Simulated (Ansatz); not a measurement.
A made-up structure of GaH2S (charge -1), closed shell:

| atom | x (Å) | y (Å) | z (Å) |
| --- | --- | --- | --- |
| S1 | -1.7818 | 0.5766 | -0.8211 |
| Ga2 | 0.0599 | -0.0194 | 0.0276 |
| H3 | -3.0016 | 0.7478 | -0.2446 |
| H4 | 1.0269 | 0.9372 | 0.8903 |

It is relaxed with PBE-D4/def2-SVPD and then PBE0-D4/def2-TZVPD (Ansatz 0.2.0). Atoms count as bonded within 1.22 times the sum of their covalent radii (H–H: 0.88 Å). The end point is not checked to be a true minimum.

Q: Does its bonding change? (Judge from chemistry; the calculation decides.)

A: The calculation gives: No: no bond forms or breaks.

Where it ends: The first stage lowers the energy by 1.40 eV in 9 steps. It ends as GaH₂S ([SH][GaH]), total charge -1:
```csv
atom,x (Å),y (Å),z (Å)
S1,-1.9759,0.1955,-0.8845
Ga2,0.3560,-0.0902,-0.2902
H3,-2.3418,1.1031,0.0346
H4,0.2652,1.0339,0.9922
```

Labels in which every atom is bracketed show which atoms are joined, not bond orders.

For scale, one of the runs: PBE0-D4/def2-TZVPD relaxation, 118 basis functions, launched by `ansatz run in.yaml --threads 2 --pin off --events-out ev --progress --plain --max-ram 4352MiB`. The run took about 11 s on 2 CPU threads of an Intel Xeon Platinum 8259CL (shared host).
